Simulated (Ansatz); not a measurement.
Basis sets compared for NbSCl₃. The state is a singlet with charge 0. Geometry PBE-D4/def2-SVP. Ansatz on 2 threads of Arm Neoverse V2 on a shared host; times are rough, and most runs start from earlier orbitals.

```xyz
5

Nb   -0.002    0.011   -0.001
S     0.369   -2.090    0.196
Cl   -1.629    0.574    1.501
Cl   -0.690    0.398   -2.145
Cl    1.951    1.108    0.449
```

In the def2 sets Nb takes a core potential; there is no spin–orbit coupling.

Binding counts from free atoms (Nb sextet, S triplet, Cl doublet) in the same basis, without a counterpoise term.

```tsv
level	functions	energy (Eh)	HOMO (eV)	LUMO (eV)	binding per atom (eV)	wall time
PBE-D4/def2-SVP	103	-1834.7803	-7.26	-4.08	4.16	1.6 s
PBE-D4/def2-TZVP (with forces)	188	-1835.4072	-7.29	-4.18	4.11	3.4 s
r2SCAN-D4/def2-TZVP	188	-1836.0223	-7.61	-4.18	3.96	7 s
PBE0-D4/def2-SVP	103	-1834.8717	-8.52	-3.47	3.89	2.5 s
PBE0-D4/def2-TZVP	188	-1835.4939	-8.49	-3.51	3.86	4.4 s
```

**Question.** Estimate the rows for PBE-D4/def2-TZVPD, r2SCAN-D4/def2-TZVPD, PBE0-D4/def2-TZVPD.

**Answer.** 
| level | functions | energy (Eh) | HOMO (eV) | LUMO (eV) | binding per atom (eV) | wall time |
| --- | --- | --- | --- | --- | --- | --- |
| PBE-D4/def2-TZVPD | 224 | -1835.4088 | -7.32 | -4.21 | 4.09 | 4.4 s |
| r2SCAN-D4/def2-TZVPD | 224 | -1836.0236 | -7.61 | -4.19 | 3.96 | 9.5 s |
| PBE0-D4/def2-TZVPD | 224 | -1835.4953 | -8.50 | -3.53 | 3.85 | 7 s |
